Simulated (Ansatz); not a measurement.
Reaction (germylene formation by 1,1-elimination): `[CH3][Ge]([F])([F])[SiH3]` → `[CH3][Ge][F]` + `F[SiH3]`

Program: Ansatz. Geometries: PBE0-D4/def2-TZVP. ΔE: electronic, gas phase. CBS: MP2 limit from def2 TZ/QZ plus the TZ coupled-cluster correction, frozen cores. This one scheme is used for every species. DFT in def2-TZVPP. B3LYP here is the variant with VWN-RPA as its local correlation; programs differ in this. For Ge outer-core shells are correlated without core-valence functions, which leaves a few kJ/mol of doubt a bond. Scalar relativity is left out up to krypton.

```tsv
level	ΔE (kJ/mol)	difference from CCSD(T)/CBS
PBE-D4	79.1	11.6
r2SCAN-D4	87.5	20.0
B3LYP-D4	58.3	-9.2
ωB97X-V	82.0	14.5
ωB97M-V	62.9	-4.6
B2PLYP	59.9	-7.6
PBE	70.4	2.9
r2SCAN	85.0	17.5
PBE0	80.1	12.6
B3LYP	44.5	-23.0
HF/def2-TZVPP	50.0	-17.5
SCS-MP2/def2-TZVPP	72.6	5.1
HF/def2-QZVPP	47.3	-20.2
MP2/def2-QZVPP	76.2	8.7
SCS-MP2/def2-QZVPP	66.2	-1.3
HF/CBS(def2)	47.0	-20.5
CCSD(T)/CBS	67.5	0
```

Largest T1 diagnostic among the species: 0.013.

In def2-TZVPP, CCSD(T) changes the Hartree–Fock value by +30.1 kJ/mol (the triples alone add +4.3 kJ/mol) and MP2 by +34.3 kJ/mol. From PBE to PBE0 (25 % exact exchange), in def2-TZVPP and without D4, ΔE moves by +9.7 kJ/mol.
